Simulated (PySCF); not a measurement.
**Unknown compound**

Molecular formula: C₆H₁₄FNSi. Simulated spectra:

¹H NMR (400 MHz, computed): δ 4.64 (m, 1H), 3.21 (m, 1H), 2.33 (s, 6H), 2.05 (m, 1H), 1.60 (m, 3H), 0.76 (m, 1H), 0.64 (m, 1H).

¹³C{¹H} NMR (computed): δ 89.5 (CH), 48.9 (CH3, 2C), 48.5 (CH), 23.3 (CH3), 8.1 (CH2).

How the numbers were obtained: shielding tensors at PBE0/pcSseg-1 (GIAO), structure optimised with GFN2-xTB, in PySCF (one conformer, non-relativistic Hamiltonian, in vacuum, one averaged value for each set of equivalent atoms).

δ = σ(ref) − σ, references computed at the same level: TMS for ¹H and ¹³C.

Propose a structure and justify it.

## Answers


- Rings plus π bonds: 1 (1 ring in the answer).
- 5 carbon signals for 6 carbons: some carbons are equivalent by symmetry or fast rotation.
- Carbon types of the structure: 2 × CH, 1 × CH2, 3 × CH3, leaving 1 H on heteroatoms.
- δC 89.5: sp3 CH bonded to F and Si; deshielded by the electronegative neighbour.
- δC 48.9: methyl carbon bonded to N; deshielded by the electronegative neighbour.
- δC 48.5, 8.1: three-membered-ring carbon.
- δC 23.3: methyl carbon; a saturated carbon with 1 carbon neighbour and no heteroatom attached.
- δH 4.64: hydrogen on an sp3 CH bonded to F and Si; its carbon carries F, which withdraws density.
- δH 2.33: hydrogen on a methyl carbon bonded to N; its carbon carries N, hence the downfield position.
- δH 1.60: hydrogen on a methyl carbon.

These data were computed for `C[C@@H](F)[Si@H]1C[C@@H]1N(C)C`.

The data come from this structure; uniqueness wasn't tested.

Splittings by ¹⁹F in the carbon and heteronuclear signals aren't shown, as no couplings were computed. Shifts are as computed. Against solution values, carbons near 30 ppm lie about +3 ppm off and those near 130 ppm about +5 ppm. Of 1211 compounds with measured shifts, 218 miss one by over three times the rms of a fit or turn the order of signals round; such compounds aren't used in these exercises. No couplings were computed; multiplicities are counted from neighbouring protons, with m where these are inequivalent, close in shift, in a saturated or five-membered ring or joined by F or P, and br s for small geminal =CH2 splittings.
